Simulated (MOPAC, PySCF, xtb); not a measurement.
Complex: HCl (SMILES Cl) (first 2 atoms) with ClH3Si (SMILES [SiH3]Cl); geometry from B3LYP-D3(BJ)/def2-TZVP, rigid monomers moved along the line of their centres of mass till H2···Cl4 is 2.22 Å.
(charge 0, multiplicity 1):
```xyz
7

Cl    -0.31354    -0.41779     0.96920
H      0.58980    -0.10066     1.83216
Si    -0.58411     0.30285     4.55951
Cl     1.36672     0.43928     3.84447
H     -1.05642    -1.07290     4.32677
H     -1.40421     1.28292     3.82677
H     -0.54343     0.61466     6.00025
```

Monomers are frozen at their geometry in the pair; levels with a basis set take the counterpoise correction. Rows marked so take none.

Rows in 6-31G* carry no dispersion term and start afresh at each structure (6-31G* with six Cartesian d functions). The state reached by AM1 isn't checked.

Programs: MOPAC for AM1 (differences of heats of formation); PySCF for 6-31G* rows; xtb for the GFN methods. Each number belongs to the level named beside it.

Question: One of these levels gives -4.16 kcal/mol for the interaction energy. Which one is it?
A. GFN1-xTB
B. BP86/6-31G* (no counterpoise)
C. GFN-FF
D. AM1

Answer: C, GFN-FF. The others give 0.03 (AM1), -1.78 (GFN1-xTB), -0.44 (BP86/6-31G* (no counterpoise))
